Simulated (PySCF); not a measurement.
PySCF input file for BHN, SMILES [B]=N, multiplicity 2, TDA-ωB97X/def2-TZVPD. Geometry optimised at B3LYP-D3(BJ)/def2-TZVPD. The isomer is the one that the SMILES or the coordinates give; other isomers of the formula were not compared.

```python
import numpy as np
from pyscf import gto, scf, dft, tdscf

mol = gto.M(
    atom='''
    B     0.00000000    0.00000000    0.83592253
    N     0.00000000    0.00000000   -0.39827534
    H     0.00000000    0.00000000   -1.39168532
    ''',
    basis='def2-TZVPD',
    charge=0,
    spin=1,
    max_memory=1600,
    verbose=4,
)
mf = dft.UKS(mol, xc='wb97x').density_fit(auxbasis='def2-universal-jkfit')
mf.grids.level = 3
mf.conv_tol = 1e-9
mf.max_cycle = 100
mf.kernel()
fine, coarse = mf.grids, dft.Grids(mol).set(level=1).build(with_non0tab=True)
for _ in range(3):  # follow internal instabilities
    mf.grids = coarse
    mo, _, stable, _ = mf.stability(return_status=True, nroots=4)
    mf.grids = fine
    if stable:
        break
    mf.kernel(mf.make_rdm1(mo, mf.mo_occ))
mf.grids = dft.Grids(mol).set(level=1).build(with_non0tab=True)  # coarser grid for the response kernel
td = tdscf.TDA(mf)
td.nstates = 10
td.conv_tol = 1e-4
td.kernel(x0=td.get_init_guess(mf, 15))
td.analyze()
```

Log of the run:

```
PySCF version 2.14.0

[INPUT] verbose = 4
[INPUT] num. atoms = 3
[INPUT] num. electrons = 13
[INPUT] charge = 0
[INPUT] spin (= nelec alpha-beta = 2S) = 1
[INPUT] symmetry False subgroup None
[INPUT] Mole.unit = angstrom
[INPUT] Symbol           X                Y                Z      unit          X                Y                Z       unit  Magmom
[INPUT]  1 B      0.000000000000   0.000000000000   0.835922530000 AA    0.000000000000   0.000000000000   1.579664643054 Bohr   0.0
[INPUT]  2 N      0.000000000000   0.000000000000  -0.398275340000 AA    0.000000000000   0.000000000000  -0.752631314768 Bohr   0.0
[INPUT]  3 H      0.000000000000   0.000000000000  -1.391685320000 AA    0.000000000000   0.000000000000  -2.629904106378 Bohr   0.0

nuclear repulsion = 19.9232553653913
number of shells = 31
number of NR pGTOs = 115
number of NR cGTOs = 83
basis = def2-TZVPD
ecp = {}


[settings echo left out]
init E= -80.2251994595908
  alpha nocc = 7  HOMO = -0.257403552060143  LUMO = 0.0513095423531702
  beta  nocc = 6  HOMO = -0.374227629773013  LUMO = -0.257403552060142

WARN: HOMO -0.257403552060143 >= LUMO -0.257403552060142

cycle= 1 E= -80.0475829374045  delta_E= 0.178  |g|= 0.348  |ddm|=    1
  alpha nocc = 7  HOMO = -0.332788449778922  LUMO = 0.0937796340644592
  beta  nocc = 6  HOMO = -0.321246730091643  LUMO = -0.121398548403388
  HOMO = -0.321246730092  LUMO = -0.121398548403  gap/eV = 5.43815
cycle= 2 E= -80.0353297715191  delta_E= 0.0123  |g|= 0.44  |ddm|= 0.72
  alpha nocc = 7  HOMO = -0.413545447035185  LUMO = 0.0860841680889042
  beta  nocc = 6  HOMO = -0.408939258337764  LUMO = -0.0976207915517975
  HOMO = -0.408939258338  LUMO = -0.0976207915518  gap/eV = 8.47141
cycle= 3 E= -80.1168092349623  delta_E= -0.0815  |g|= 0.0316  |ddm|= 0.211
  alpha nocc = 7  HOMO = -0.418554024207702  LUMO = 0.0834059315829094
  beta  nocc = 6  HOMO = -0.411596804460842  LUMO = -0.111077829998793
  HOMO = -0.411596804461  LUMO = -0.111077829999  gap/eV = 8.17754
cycle= 4 E= -80.1184913166547  delta_E= -0.00168  |g|= 0.0143  |ddm|= 0.112
  alpha nocc = 7  HOMO = -0.41578932772194  LUMO = 0.0832272363474384
  beta  nocc = 6  HOMO = -0.410438976039083  LUMO = -0.0984781238315815
  HOMO = -0.410438976039  LUMO = -0.0984781238316  gap/eV = 8.48889
cycle= 5 E= -80.1188897847571  delta_E= -0.000398  |g|= 0.00666  |ddm|= 0.0241
  alpha nocc = 7  HOMO = -0.415926130713102  LUMO = 0.084594787914785
  beta  nocc = 6  HOMO = -0.411627887914055  LUMO = -0.0851078812249728
  HOMO = -0.411627887914  LUMO = -0.085107881225  gap/eV = 8.88506
cycle= 6 E= -80.1189983211149  delta_E= -0.000109  |g|= 0.00346  |ddm|= 0.0331
  alpha nocc = 7  HOMO = -0.415081860786397  LUMO = 0.0858364105435943
  beta  nocc = 6  HOMO = -0.41194471795937  LUMO = -0.0746053506505149
  HOMO = -0.411944717959  LUMO = -0.0746053506505  gap/eV = 9.17947
cycle= 7 E= -80.119041901938  delta_E= -4.36e-05  |g|= 0.00127  |ddm|= 0.0261
  alpha nocc = 7  HOMO = -0.414914506094414  LUMO = 0.0859219906992426
  beta  nocc = 6  HOMO = -0.412278588622146  LUMO = -0.0754380387821261
  HOMO = -0.412278588622  LUMO = -0.0754380387821  gap/eV = 9.16590
cycle= 8 E= -80.1190479520703  delta_E= -6.05e-06  |g|= 0.000514  |ddm|= 0.00647
  alpha nocc = 7  HOMO = -0.414774916097614  LUMO = 0.0859713443064116
  beta  nocc = 6  HOMO = -0.412460928492812  LUMO = -0.0759988250611592
  HOMO = -0.412460928493  LUMO = -0.0759988250612  gap/eV = 9.15560
cycle= 9 E= -80.1190490937147  delta_E= -1.14e-06  |g|= 5.06e-05  |ddm|= 0.00388
  alpha nocc = 7  HOMO = -0.414773021493097  LUMO = 0.0859497087042431
  beta  nocc = 6  HOMO = -0.412470578080426  LUMO = -0.0762046875345153
  HOMO = -0.41247057808  LUMO = -0.0762046875345  gap/eV = 9.15026
cycle= 10 E= -80.1190490991598  delta_E= -5.45e-09  |g|= 9e-06  |ddm|= 0.000674
  alpha nocc = 7  HOMO = -0.414773437298881  LUMO = 0.0859425232943902
  beta  nocc = 6  HOMO = -0.412470576827581  LUMO = -0.0762263630282423
  HOMO = -0.412470576828  LUMO = -0.0762263630282  gap/eV = 9.14967
cycle= 11 E= -80.1190490993132  delta_E= -1.53e-10  |g|= 1.74e-06  |ddm|= 0.000139
  alpha nocc = 7  HOMO = -0.414772990976227  LUMO = 0.0859423268195663
  beta  nocc = 6  HOMO = -0.41247000485945  LUMO = -0.0762265926017829
  HOMO = -0.412470004859  LUMO = -0.0762265926018  gap/eV = 9.14965
Extra cycle  E= -80.1190490993149  delta_E= -1.76e-12  |g|= 1.46e-06  |ddm|= 7.98e-06
converged SCF energy = -80.1190490993149  <S^2> = 0.76341893  2S+1 = 2.0133742
tot grids = 12776
uhf_internal: lowest eigs of H = [0.22427658 0.22427683 0.33871104 0.41090608]
<class 'pyscf.df.df_jk.DFUKS'> wavefunction is stable in the internal stability analysis
tot grids = 12776


******** <class 'pyscf.tdscf.uks.TDA'> for <class 'pyscf.df.df_jk.DFUKS'> ********
nstates = 10
deg_eia_thresh = 1.000e-03
wfnsym = None
conv_tol = 0.0001
eigh lindep = 1e-12
eigh level_shift = 0
eigh max_cycle = 100


Excitation energies (eV)
[2.88381126 2.88381126 6.35484759 6.63546235 6.63550466 6.90252523
 7.32162312 7.32162312 7.8917511  7.89280536]

** Excitation energies and oscillator strengths **
Excited State   1:      2.88381 eV    429.93 nm  f=0.0062
       5b ->    7b     -0.78671
       6b ->    7b      0.60681
Excited State   2:      2.88381 eV    429.93 nm  f=0.0062
       5b ->    7b      0.60681
       6b ->    7b      0.78671
Excited State   3:      6.35485 eV    195.10 nm  f=0.0048
       6a ->    9a      0.32635
       6a ->   10a     -0.37562
       6a ->   18a      0.14684
       7a ->    9a     -0.37562
       7a ->   10a     -0.32635
       7a ->   17a      0.14684
       5b ->    9b      0.13382
       5b ->   10b      0.42054
       5b ->   21b     -0.10386
       6b ->    9b      0.42054
       6b ->   10b     -0.13382
       6b ->   20b     -0.10386
Excited State   4:      6.63546 eV    186.85 nm  f=0.0000
       6a ->    9a     -0.64355
       6a ->   17a      0.14143
       6a ->   18a     -0.10802
       7a ->   10a     -0.64355
       7a ->   17a      0.10802
       7a ->   18a      0.14143
       5b ->    9b      0.17763
       6b ->   10b      0.17763
Excited State   5:      6.63550 eV    186.85 nm  f=0.0000
       6a ->   10a     -0.64359
       6a ->   17a      0.10803
       6a ->   18a      0.14144
       7a ->    9a      0.64359
       7a ->   17a     -0.14144
       7a ->   18a      0.10803
       5b ->   10b      0.17748
       6b ->    9b     -0.17748
Excited State   6:      6.90253 eV    179.62 nm  f=0.0000
       6a ->    9a     -0.51318
       6a ->   10a     -0.44587
       6a ->   17a      0.17338
       7a ->    9a     -0.44587
       7a ->   10a      0.51318
       7a ->   18a     -0.17338
Excited State   7:      7.32162 eV    169.34 nm  f=0.0982
       5a ->    9a      0.59105
       5a ->   10a      0.77162
       5a ->   17a     -0.14183
       5a ->   21a      0.10249
Excited State   8:      7.32162 eV    169.34 nm  f=0.0982
       5a ->    9a     -0.77162
       5a ->   10a      0.59105
       5a ->   18a     -0.14183
       5a ->   22a      0.10249
Excited State   9:      7.89175 eV    157.11 nm  f=0.0000
       6a ->    9a      0.18326
       7a ->   10a      0.18326
       5b ->    9b      0.66448
       5b ->   20b     -0.10712
       6b ->   10b      0.66448
       6b ->   21b     -0.10712
Excited State  10:      7.89281 eV    157.09 nm  f=0.0000
       6a ->   10a     -0.18312
       7a ->    9a      0.18312
       5b ->   10b     -0.66453
       5b ->   21b      0.10713
       6b ->    9b      0.66453
       6b ->   20b     -0.10713

** Transition electric dipole moments (AU) **
state          X           Y           Z        Dip. S.      Osc.
  1        -0.1381      0.2627      0.0000      0.0881      0.0062
  2        -0.2627     -0.1381      0.0000      0.0881      0.0062
  3         0.0000      0.0000     -0.1762      0.0310      0.0048
  4        -0.0000     -0.0000      0.0000      0.0000      0.0000
  5        -0.0000     -0.0000     -0.0000      0.0000      0.0000
  6         0.0000      0.0000     -0.0000      0.0000      0.0000
  7         0.6551      0.3438     -0.0000      0.5473      0.0982
  8        -0.3438      0.6551      0.0000      0.5473      0.0982
  9        -0.0000     -0.0000     -0.0000      0.0000      0.0000
 10         0.0000     -0.0000      0.0000      0.0000      0.0000

** Transition velocity dipole moments (imaginary part, AU) **
state          X           Y           Z        Dip. S.      Osc.
  1        -0.0072      0.0137     -0.0000      0.0002      0.0015
  2        -0.0137     -0.0072      0.0000      0.0002      0.0015
  3         0.0000      0.0000     -0.0006      0.0000      0.0000
  4        -0.0000     -0.0000     -0.0000      0.0000      0.0000
  5        -0.0000      0.0000      0.0000      0.0000      0.0000
  6         0.0000     -0.0000     -0.0000      0.0000      0.0000
  7         0.1065      0.0559     -0.0000      0.0145      0.0358
  8        -0.0559      0.1065      0.0000      0.0145      0.0358
  9        -0.0000      0.0000     -0.0000      0.0000      0.0000
 10         0.0000     -0.0000      0.0000      0.0000      0.0000

** Transition magnetic dipole moments (imaginary part, AU) **
state          X           Y           Z
  1        -0.3240     -0.1704     -0.0000
  2         0.1704     -0.3240     -0.0000
  3         0.0000     -0.0000     -0.0000
  4        -0.0000      0.0000      0.0000
  5        -0.0000     -0.0000     -0.0000
  6         0.0000     -0.0000      0.0000
  7         0.4633     -0.8828      0.0000
  8         0.8828      0.4633      0.0000
  9        -0.0000      0.0000      0.0000
 10        -0.0000     -0.0000      0.0000
```

Self-consistency was reached.

Cost: roughly 18 core-seconds.
